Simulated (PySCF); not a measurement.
Broadened absorption spectrum of 2-propyl-1,3-dioxolane

2-propyl-1,3-dioxolane, C6H12O2.
Structure used (PBE0-D3(BJ)/def2-SVP), in Å, numbered top down from 1:
```
atom  x, y, z in Å
C1    -3.2086   -0.1947    0.0142
C2    -1.7666   -0.5937   -0.2527
C3    -0.7962    0.5700   -0.1225
C4     0.6346    0.1782   -0.3765
O5     1.4868    1.2774   -0.2322
C6     2.7605    0.7442    0.0218
C7     2.4684   -0.6410    0.6428
O8     1.0697   -0.7585    0.5702
H9    -3.8909   -1.0523   -0.0854
H10   -3.5466    0.5839   -0.6887
H11   -3.3278    0.2092    1.0323
H12   -1.4573   -1.3881    0.4459
H13   -1.6814   -1.0292   -1.2642
H14   -1.0552    1.3772   -0.8273
H15   -0.8360    1.0003    0.8919
H16    0.7519   -0.2524   -1.4011
H17    3.3477    0.6473   -0.9112
H18    3.2991    1.4229    0.6993
H19    2.7742   -0.7165    1.6975
H20    2.9700   -1.4493    0.0790
```

Theory: TDDFT CAM-B3LYP/def2-SVPD, vertical, gas phase, core orbitals frozen in the response (PySCF 2.14.0, density-fitted response routines).

Each state is given a Gaussian of 0.3 eV full width at half maximum, with ε(max) = 2.175×10⁸ f / Δν̃ (Δν̃ the width in cm⁻¹). The width is an assumption, not a result. The curve ends short of the highest state used, and states not computed would add to its high-energy end.

| E (eV) | ε (L mol⁻¹ cm⁻¹) |
| --- | --- |
| 7.02 | 5 |
| 7.06 | 14 |
| 7.10 | 36 |
| 7.14 | 88 |
| 7.18 | 192 |
| 7.22 | 380 |
| 7.26 | 683 |
| 7.30 | 1115 |
| 7.34 | 1652 |
| 7.38 | 2224 |
| 7.42 | 2721 |
| 7.46 | 3027 |
| 7.49 | 3082 |
| 7.53 | 2909 |
| 7.57 | 2502 |
| 7.61 | 1962 |
| 7.65 | 1405 |
| 7.69 | 919 |
| 7.73 | 552 |
| 7.77 | 308 |
| 7.81 | 172 |
| 7.85 | 123 |
| 7.89 | 155 |
| 7.92 | 241 |
| 7.96 | 470 |
| 8.00 | 885 |
| 8.04 | 1559 |
| 8.08 | 2559 |
| 8.12 | 3907 |
| 8.16 | 5543 |
| 8.20 | 7304 |
| 8.24 | 8933 |
| 8.28 | 10155 |
| 8.32 | 10763 |
| 8.35 | 10776 |
| 8.39 | 10278 |

Question: Locate the maxima and give the states behind the curve.

Answer: 166 nm (7.49 eV), ε about 3100, made up of S1 (88%) and S2 (12%); 149 nm (8.34 eV), ε about 11000, made up of S5 (75%) (ε in L mol⁻¹ cm⁻¹; maxima over ε = 5, shares over 10%). The states used: S1 7.47 eV (f 0.030); S2 7.56 eV (f 0.0050); S3 8.18 eV (f 0.013); S4 8.24 eV (f 0.0080); S5 8.32 eV (f 0.091); S6 8.46 eV (f 0.013); S7 8.51 eV (f 0.024); S8 8.65 eV (f 0.018); S9 8.68 eV (f 0.010); S10 8.99 eV (f 0.0039).

Question: What would ε be at 8.34 eV, the highest of these maxima, with half the width (0.15 eV)?

Answer: About 16500 L mol⁻¹ cm⁻¹ against 10800, a factor of about 1.5; a lone state at its own centre would give exactly 2.

Question: Coming from long wavelengths, where does ε first pass 100 L mol⁻¹ cm⁻¹?

Answer: At about 173 nm (7.15 eV), 0.33 eV below S1.

All these states lie below the vertical ionisation energy of 9.90 eV (ΔSCF).

One conformer stands for the species.
